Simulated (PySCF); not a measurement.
Species, as SMILES: PP (P2H4).
Geometry (B3LYP-D3(BJ)/def2-TZVP, fixed):
```
P
H 1 1.4206
H 1 1.4206 2 92.33
P 1 2.2503 2 93.65 3 -93.89
H 4 1.4206 1 93.65 2 -86.71
H 4 1.4206 5 92.33 1 93.89
```

Basis-set convergence of the lowest singlet excitation energy at CAM-B3LYP with PySCF. Tamm-Dancoff approximation; the state is taken by its order, and sets in which it differs in degeneracy or brightness are left out, yet its character can still change. All functions are spherical. Density fitting with generated auxiliary sets. In sets without p functions on hydrogen, species with hydrogen take exact integrals. No added dispersion term, no relativity. Reference: the value in aug-pcseg-2, 5.478 eV, itself unsure by roughly 0.004 eV (its distance from aug-cc-pV(T+d)Z). Deviations are taken from unrounded values. Cost is core time over that of 6-311+G**, rough, on shared machines of one kind; a dash marks a row that isn't timed (too short, read off another run, short of memory, by another algorithm or on other hardware).

| basis | functions | lowest singlet excitation energy (eV) | minus reference (eV) | cost |
|---|---|---|---|---|
| 6-31+G* | 52 | 5.601 | 0.122 | - |
| 6-311+G** | 84 | 5.616 | 0.138 | 1× |
| aug-pcseg-1 | 90 | 5.492 | 0.014 | 1× |
| 6-311++G(2d,2p) | 110 | 5.508 | 0.030 | 2× |
| pcseg-2 | 124 | 5.836 | 0.358 | 2× |
| 6-311++G(3df,3pd) | 166 | 5.497 | 0.019 | 5× |
| aug-pcseg-2 | 192 | 5.478 | 0.000 | 10× |
| pcseg-3 | 260 | 5.623 | 0.145 | 10× |

The smallest set listed that lies within 0.05 eV of the reference with all its larger relatives (same family, alike in diffuse functions; a set with none counts only in the reference's own line) is aug-pcseg-1 (90 functions, 1× in cost, 0.014 eV off).
